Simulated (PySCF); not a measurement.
**Spinor energies of Dy²⁺ (dysprosium, charge +2)**

Start: [Xe] 4f10; 4f5/2 filled at m_j = -5/2, -3/2, -1/2, +1/2, +3/2, +5/2; 4f7/2 filled at m_j = +1/2, +3/2, +5/2, +7/2. Calculated with PySCF 2.14 in x2c-SVPall-2c (7s10p9d3f1g, 112 functions): generalised Hartree-Fock with the X2C-1e Hamiltonian and a Gaussian nucleus; one run each with spin-orbit coupling (SO) switched off, then screened by Boettger's factors.

```tsv
spinor shell	electrons	ε, spin-free (eV)	ε, screened SO (eV)	weight of nominal j (screened SO)	rms radius, screened SO (bohr)
1s1/2	2	-54069.5	-54058.3	1.000	0.0240
2s1/2	2	-9139.3	-9135.8	1.000	0.0971
2p1/2	2	-8106.9	-8672.5	1.000	0.0830
2p3/2	4	-8106.9	-7866.9	1.000	0.0896
3s1/2	2	-2096.8	-2095.6	1.000	0.250
3p1/2	2	-1773.5	-1893.4	1.000	0.241
3p3/2	4	-1773.5	-1721.8	1.000	0.255
3d3/2	4	-1355.8	-1378.0	0.999	0.228
3d5/2	6	-1355.8	-1339.9	0.999	0.231
4s1/2	2	-449.97	-449.62	1.000	0.564
4p1/2	2	-341.02	-369.13	0.994	0.579
4p3/2	4	-341.02	-328.74	0.997	0.609
4d3/2	4	-189.46	-196.96	0.889	0.655
4d5/2	6	-189.46	-184.16	0.926	0.664
5s1/2	2	-73.194	-73.135	1.000	1.40
5p1/2	2	-44.997	-48.898	0.977	1.58
5p3/2	4	-44.997	-43.311	0.989	1.70
4f5/2	6	-27.389	-27.500	0.719	0.941
4f7/2	4	-27.389	-27.068	0.715	0.947
```

```tsv
quantity	spin-free	screened SO
E (hartree)	-12147.51903	-12156.44525
M_J	8	8
⟨J²⟩	72.008	72.008
⟨L²⟩	42.002	42.749
⟨S²⟩	6.006	5.896
```

Each row is a mean over spinors that exchange with the open shell spreads, by up to 14.765 eV (4d5/2).

Rows whose weight is well below 1 are mixtures of j = l ± 1/2: exchange outweighs spin-orbit coupling there, and the label is only the starting occupation.

Breit and QED terms are absent; they matter most for the inner s and p1/2 levels.

Densities and radii are taken from the X2C orbitals without a picture-change correction, which distorts them close to the nucleus.

Without spin-orbit coupling the j labels of p, d and f shells carry no meaning; the spin-free column gives the mean over the occupied spinors of each nl shell.
